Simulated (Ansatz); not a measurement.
```xyz
2

Cu   -0.0420   -0.0203   -0.0312
H    -0.0469   -0.0052    1.4103
```

Basis set: 6-31G* (spherical functions). Frozen core: 5 orbitals. Charge 0, multiplicity 1.

Computed with Ansatz (development build ahead of 0.2.0); each method stands on the lowest determinant of its kind that the runs found. Restricted open shells among the atoms or ions are ROHF, correlated in semicanonical orbitals with singles.

Task: Give the atomization energy at this shape (free ground-state atoms in the same class of orbitals less the molecule, no zero-point energy) of singlet CuH by RHF-MP2, RHF.

Result:

```tsv
method	atomization energy
RHF-MP2	2.55 eV
RHF	-0.07 eV
```
